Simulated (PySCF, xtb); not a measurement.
Si(H)(SiH3) (H4Si2), SMILES [SiH][SiH3] (connectivity only; charge and spin as stated), neutral, multiplicity 1.

GFN2-xTB run with xtb at its own geometry gives an orbital gap of 1.74 eV and a dipole moment of 1.22 D.

Geometry: ωB97X-D3(BJ)/def2-TZVP. The isomer is the one that the SMILES or the coordinates give; other isomers of the formula were not compared.

**Question.** What does PBE/def2-TZVPD run with PySCF give? (An estimate is asked for; the answer gives what the named calculation found.)

**Answer.** gap 1.42 eV (levels -5.68 and -4.26 eV), dipole 0.16 D.
